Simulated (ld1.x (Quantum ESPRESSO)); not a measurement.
Pseudopotential generation for chromium (Cr): TM, revPBE, scalar-relativistic.

Input for ld1.x (Quantum ESPRESSO) 7.5:

```
&input
   title='Cr', zed=24., rel=1, dft='REVPBE', iswitch=3,
   config='[Ar] 3d4 4s0 4p0',
   nld=3, rlderiv=2.75, eminld=-4.0, emaxld=5.0, deld=0.02
 /
 &inputp
   pseudotype=2, tm=.true., lloc=-2, rcloc=2.45,
   nlcc=.false.,
   file_pseudopw='Cr.UPF', file_wfcaegen='ae.wfc', file_wfcncgen='nc.wfc', file_beta='beta', file_chi='chi'
 /
3
4S  1  0   0.00   0.00  2.30  2.30  0.0
4P  2  1   0.00   0.00  2.55  2.55  0.0
3D  3  2   4.00   0.00  1.70  1.70  0.0
 &test
   configts(1)='3d4 4s0 4p0'
 /
```

Command:

```bash
ld1.x < Cr.in > Cr.out
```

Resulting log (shortened: banner, matrices, multipoles, cross overlaps and the repeated all-electron block are left out):

```
Program LD1 v.7.5
     --------------------------- All-electron run ----------------------------

     Cr
     scalar relativistic calculation

     atomic number is 24.00
     dft =REVPBE   lsd =0 sic =0 latt =0  beta=0.20 tr2=1.0E-14
     Exchange-correlation= REVPBE
                           (   1   4   4   4   0   0   0)
     mesh =1183 r(mesh) =  99.18097 a.u. xmin = -7.00 dx = 0.01250
     1 Ry =  13.60569312 eV, c = 137.03599908

     n l     nl                  e(Ry)          e(Ha)          e(eV)
     1 0     1S 1( 2.00)      -433.8497      -216.9248     -5902.8257
     2 0     2S 1( 2.00)       -50.6167       -25.3084      -688.6757
     2 1     2P 1( 6.00)       -42.7789       -21.3894      -582.0361
     3 0     3S 1( 2.00)        -6.9932        -3.4966       -95.1474
     3 1     3P 1( 6.00)        -4.8812        -2.4406       -66.4123
     3 2     3D 1( 4.00)        -1.6718        -0.8359       -22.7463
     4 0     4S 1( 0.00)        -1.3611        -0.6805       -18.5182
     4 1     4P 1( 0.00)        -0.9867        -0.4934       -13.4248

     final scf error:  3.1E-15 reached in  30 iterations

     Etot =   -2099.654664 Ry,   -1049.827332 Ha,  -28567.257027 eV

     Ekin =    2121.005048 Ry,    1060.502524 Ha,   28857.743797 eV
     Encl =   -4976.551875 Ry,   -2488.275937 Ha,  -67709.437616 eV
     Eh   =     852.370637 Ry,     426.185318 Ha,   11597.093311 eV
     Exc  =     -96.478475 Ry,     -48.239237 Ha,   -1312.656521 eV

     normalization and overlap integrals

     s(1S/1S) =  1.000000  <r> =   0.0635  <r2> =    0.0054  r(max) =   0.0417
     s(2S/2S) =  1.000000  <r> =   0.2930  <r2> =    0.1014  r(max) =   0.2428
     s(2P/2P) =  1.000000  <r> =   0.2598  <r2> =    0.0831  r(max) =   0.1988
     s(3S/3S) =  1.000000  <r> =   0.8975  <r2> =    0.9292  r(max) =   0.7764
     s(3P/3P) =  1.000000  <r> =   0.9560  <r2> =    1.0759  r(max) =   0.7961
     s(3D/3D) =  1.000000  <r> =   1.2269  <r2> =    1.9403  r(max) =   0.8265
     s(4S/4S) =  1.000000  <r> =   2.7168  <r2> =    8.3564  r(max) =   2.3619
     s(4P/4P) =  1.000000  <r> =   3.2279  <r2> =   11.8149  r(max) =   2.8135

     ------------------------ End of All-electron run ------------------------

     --------------------- Generating NC pseudopotential ---------------------

      Generating local potential from pseudized AE potential:
      Matching radius rcloc =   2.4500
      Enforcing V''(0)=0 (lloc=-2)

      Local pseudo, rcloc= 2.452 Estimated cut-off energy=     5.10 Ry

      Wfc   4S  rcut= 2.275  Using Troullier-Martins method

      Wfc   4P  rcut= 2.578  Using Troullier-Martins method

      Wfc   3D  rcut= 1.685  Using Troullier-Martins method

     ------------------- End of pseudopotential generation -------------------

     Computing logarithmic derivative in   2.76134
     Computing logarithmic derivative in   2.76134
     Computing the partial wave expansion
     R is outside the sphere for l=    0 j= 0.00
     R is outside the sphere for l=    1 j= 0.00
     R is outside the sphere for l=    2 j= 0.00

     ---------------------- Testing the pseudopotential ----------------------

     Cr
     scalar relativistic calculation

     atomic number is 24.00   valence charge is  6.00
     dft =REVPBE   lsd =0 sic =0 latt =0  beta=0.20 tr2=1.0E-14
     mesh =1183 r(mesh) =  99.18097 xmin = -7.00 dx = 0.01250

     n l     nl             e AE (Ry)        e PS (Ry)    De AE-PS (Ry)
     3 2     3D   1( 4.00)       -1.67182       -1.67183        0.00000
     1 0     4S   1( 0.00)       -1.36106       -1.36107        0.00000
     2 1     4P   1( 0.00)       -0.98671       -0.98671       -0.00000

     eps = 8.5E-16  iter =  4

     Etot =   -2099.654664 Ry,   -1049.827332 Ha,  -28567.257027 eV
     Etotps =   -17.346795 Ry,      -8.673397 Ha,    -236.015169 eV

     Ekin =      35.546215 Ry,      17.773107 Ha,     483.630889 eV
     Encl =     -31.692206 Ry,     -15.846103 Ha,    -431.194435 eV
     Ehrt =      11.730343 Ry,       5.865171 Ha,     159.599441 eV
     Ecxc =      -3.865126 Ry,      -1.932563 Ha,     -52.587717 eV
     Epseu=     -29.066020 Ry,     -14.533010 Ha,    -395.463347 eV

     ---------------------- End of pseudopotential test ----------------------
```

Generation and configuration tests took about 1.2 s on one core of a shared server CPU.
